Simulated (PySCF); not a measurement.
Cl₃FTi, SMILES [Ti]([Cl])([Cl])([Cl])[F], multiplicity 1.

Geometry: ωB97X-D3(BJ)/def2-SVP. The spin state was assumed, not searched.

Computed with PySCF with PBE/def2-TZVP.

Isolated molecule, no solvent.

```yaml
total_energy: -2329.42239 hartree
point_group: C3v
highest_occupied_level: -8.27 eV
lowest_empty_level: -4.39 eV
orbital_gap: 3.88 eV
dipole_moment: 0.18 D
quadrupole, principal values (traceless, Buckingham form, about the centre of nuclear charge): -1.43, 0.71, 0.71 D·Å
mean_static_polarisability: 73.4 bohr³ (10.88 Å³)
polarisability_principal_values: 56.9, 81.7, 81.7 bohr³
```
